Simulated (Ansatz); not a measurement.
The same path of BrGaH₄O₃ (9 atoms, charge 0, multiplicity 1) was run twice with different band settings. Lost on the way: Ga1–Br2, H5–O6. Made: Br2–H5.

The calculation used Ansatz 0.2.0, RKS BHLYP-D4/def2-SVP.

Relaxed end points:

```xyz
9
Properties=species:S:1:pos:R:3
Ga -0.165 -0.167 -0.476
Br 1.076 -2.011 -1.129
O -0.301 1.204 -1.589
O -1.472 -0.386 0.727
H 1.675 -0.272 1.365
O 0.983 0.361 1.162
H 0.267 1.192 -2.354
H -2.365 -0.204 0.451
H 0.302 0.284 1.842
```

```xyz
9
Properties=species:S:1:pos:R:3
Ga -0.493 0.383 -0.015
Br 1.767 -2.023 -0.603
O -0.443 0.997 -1.660
O -1.972 -0.221 0.720
H 1.780 -0.943 0.356
O 0.930 0.501 1.065
H 0.419 1.218 -2.003
H -2.727 -0.309 0.144
H 0.739 0.397 1.996
```

Common settings: movable images 7; spring 5.0 eV/Å²; start path through a guess of the saddle point; force threshold 0.05 eV/Å; iteration limit 60; end points relaxed.

| run | climbing image | optimiser |
| --- | --- | --- |
| 1 | yes | quadratic models (default) |
| 2 | from the first iteration | fire |

(1) What does each run give, and how far can it be trusted?

## Answers

(1) Run 1: converged after 10 iterations, highest image 1.451 eV above the first end. A vibrational analysis at the climbing image gives one clearly imaginary mode, 199i cm⁻¹: a first-order saddle point.
Run 2: converged after 33 iterations, highest image 1.458 eV above the first end. The order of the point at the top wasn't checked.
The orbitals stay closed-shell, which can raise the energy where a bond breaks towards radicals; this wasn't checked here.
